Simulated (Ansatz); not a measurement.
Gas-phase electronic energies from Ansatz, PBE0-D4/def2-TZVP geometries. CCSD(T)/CBS adds triple-zeta CCSD(T) − MP2 to the extrapolated MP2 energy (def2 sets, frozen cores). This one scheme is used for every species. Functionals use def2-TZVPP. B3LYP here is the variant with VWN-RPA as its local correlation; programs differ in this. One conformer a species, not always the lowest.

Reaction (formal exchange of groups at a B–O bond): `OCOB[SiH3]` + `[SiH3]Cl` → `[SiH3]B[SiH2]Cl` + `OCO`

```json
{"level": "PBE-D4", "ΔE (kJ/mol)": "137.3", "difference from CCSD(T)/CBS": "-8.6"}
{"level": "r2SCAN-D4", "ΔE (kJ/mol)": "145.2", "difference from CCSD(T)/CBS": "-0.7"}
{"level": "PBE0-D4", "ΔE (kJ/mol)": "138.0", "difference from CCSD(T)/CBS": "-7.9"}
{"level": "B3LYP-D4", "ΔE (kJ/mol)": "149.5", "difference from CCSD(T)/CBS": "3.6"}
{"level": "ωB97X-V", "ΔE (kJ/mol)": "147.5", "difference from CCSD(T)/CBS": "1.6"}
{"level": "SCS-MP2/def2-TZVPP", "ΔE (kJ/mol)": "155.0", "difference from CCSD(T)/CBS": "9.1"}
{"level": "CCSD/def2-TZVPP", "ΔE (kJ/mol)": "147.6", "difference from CCSD(T)/CBS": "1.7"}
{"level": "MP2/def2-QZVPP", "ΔE (kJ/mol)": "153.0", "difference from CCSD(T)/CBS": "7.1"}
{"level": "SCS-MP2/def2-QZVPP", "ΔE (kJ/mol)": "153.1", "difference from CCSD(T)/CBS": "7.2"}
{"level": "CCSD/CBS(def2)", "ΔE (kJ/mol)": "144.1", "difference from CCSD(T)/CBS": "-1.8"}
{"level": "CCSD(T)/CBS", "ΔE (kJ/mol)": "145.9", "difference from CCSD(T)/CBS": "0"}
```

Largest T1 diagnostic among the species: 0.014.
